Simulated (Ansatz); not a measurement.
A run on C$_{2}$H$_{2}$ClNZn (`[Cl][Zn][N]1C=C1`) with other settings.

```yaml
crystal:
  periodic: [false, false, false]
  atoms:
    - {symbol: Cl, position_ang: [-0.124318, -3.550517, 1.327224]}
    - {symbol: Zn, position_ang: [-0.190246, -1.582120, 0.390853]}
    - {symbol: N, position_ang: [-0.514221, -0.111194, -0.576596]}
    - {symbol: C, position_ang: [-0.512165, 1.193706, 0.166957]}
    - {symbol: C, position_ang: [0.720056, 0.999559, -0.578714]}
    - {symbol: H, position_ang: [-1.184773, 1.922075, 0.574407]}
    - {symbol: H, position_ang: [1.532341, 1.321458, -0.910626]}
basis:
  gaussian: {orbitals: def2-SVP}
hamiltonian: {xc: {name: HF}}
correlation: {method: bccd_t}
scf: {lower_state_search: full}
```

```sh
$ ansatz run in.yaml --threads 4 --pin off --events-out ev --progress --plain --max-ram 10444MiB
```

Output, abridged:

```
Functional definition: HF
996 factors; integrals over basis functions are off by at most 1.0e-3 eV
mean field evaluation 1: about -64433.4437 eV, gradient 2.9e1 eV
mean field evaluation 2: about -64433.5802 eV, gradient 2.9e1 eV
mean field evaluation 4: about -64436.0019 eV, gradient 4.6e0 eV
mean field evaluation 8: about -64436.0840 eV, gradient 3.3e-1 eV
mean field evaluation 32: about -64435.9182 eV, gradient 6.2e-1 eV
mean field evaluation 64: about -64430.3635 eV, gradient 4.3e0 eV
mean field -64436.08629886 eV, -2367.9824951352 hartree, gradient 4.7e-6 eV, S^2 0.000000; 2 other end points of the search recorded, 0 dependent functions left out; unrestricted orbitals would lower it
13 core orbitals not correlated: weight in the atoms' cores, before any rotation towards them, 1.000 or more for the frozen orbitals, at most 0.000 for the correlated occupied ones
reference -64436.08629886 eV, -2367.9824951352 hartree; 21, 21 occupied and 67, 67 virtual orbitals, 996 factors
second order -25.58628925 eV of doubles, -0.00000000 eV of singles
cycle   1  -24.33962500 eV  change     1.2e0 eV  update   1.5e-1
cycle   2  -25.26772803 eV  change   -9.3e-1 eV  update   6.5e-2
cycle   3  -25.47836572 eV  change   -2.1e-1 eV  update   3.3e-2
cycle   4  -25.47417591 eV  change    4.2e-3 eV  update   1.5e-2
cycle   5  -25.46311221 eV  change    1.1e-2 eV  update   6.8e-3
cycle   6  -25.46772266 eV  change   -4.6e-3 eV  update   3.2e-3
cycle   7  -25.46760435 eV  change    1.2e-4 eV  update   1.5e-3
cycle   8  -25.46563879 eV  change    2.0e-3 eV  update   7.9e-4
cycle   9  -25.46529852 eV  change    3.4e-4 eV  update   3.8e-4
cycle  10  -25.46561205 eV  change   -3.1e-4 eV  update   1.7e-4
cycle  11  -25.46513241 eV  change    4.8e-4 eV  update   7.8e-5
cycle  12  -25.46520434 eV  change   -7.2e-5 eV  update   4.3e-5
cycle  13  -25.46524007 eV  change   -3.6e-5 eV  update   2.2e-5
cycle  14  -25.46523944 eV  change    6.3e-7 eV  update   1.2e-5
perturbative correction -1.14399011 eV, -0.0420408611 hartree
Total energy: -64462.69552841 eV, -2368.9603662847 hartree
```

It took 8 s on 4 threads of an Arm Neoverse V2 on a shared host, with 0.61 GiB of host memory at the peak.
